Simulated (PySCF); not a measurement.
An equivalent PySCF input for Sc³⁺ (scandium, charge +3), [Ar], closed-shell 1S, with no relativity, point nucleus:

```python
from pyscf import gto, scf, dft, mp, cc
import basis_set_exchange as bse
mol = gto.M(atom="Sc 0 0 0", charge=3, spin=0, symmetry="D2h",
            basis=gto.basis.parse(bse.get_basis("aug-cc-pVTZ", elements=["Sc"], fmt="nwchem", augment_diffuse=1)))
mf = dft.UKS(mol, xc="PBEsol")
mf.irrep_nelec = {'Ag': (3, 3), 'B1u': (2, 2), 'B2u': (2, 2), 'B3u': (2, 2)}
mf.kernel()
```

It reaches the same state as the run whose output follows, with an energy that differs only through the grid. The run itself started from symmetry-adapted Hartree-Fock orbitals and held the occupation by maximum overlap, on a logarithmic radial grid, so the iterations belong to that start.

```
SCF conv_tol = 1e-09
number electrons alpha = 9  beta = 9
XC functionals = PBEsol
    J. P. Perdew, A. Ruzsinszky, G. I. Csonka, O. A. Vydrov, G. E. Scuseria, L. A. Constantin, X. Zhou, and K. Burke.,  Phys. Rev. Lett. 100, 136406 (2008)
    J. P. Perdew, A. Ruzsinszky, G. I. Csonka, O. A. Vydrov, G. E. Scuseria, L. A. Constantin, X. Zhou, and K. Burke.,  Phys. Rev. Lett. 100, 136406 (2008)
cycle= 1 E= -757.843754405429  delta_E= -0.0041  |g|= 0.00869  |ddm|= 3.17
cycle= 2 E= -757.843764702861  delta_E= -1.03e-05  |g|= 0.00192  |ddm|= 0.15
cycle= 3 E= -757.843765680529  delta_E= -9.78e-07  |g|= 0.000537  |ddm|= 0.0676
cycle= 4 E= -757.843765750376  delta_E= -6.98e-08  |g|= 1.5e-07  |ddm|= 0.0144
cycle= 5 E= -757.843765750376  delta_E=    0  |g|= 9.58e-10  |ddm|= 4.82e-06
converged SCF energy = -757.843765750376  <S^2> = -2.1316282e-14  2S+1 = 1
```
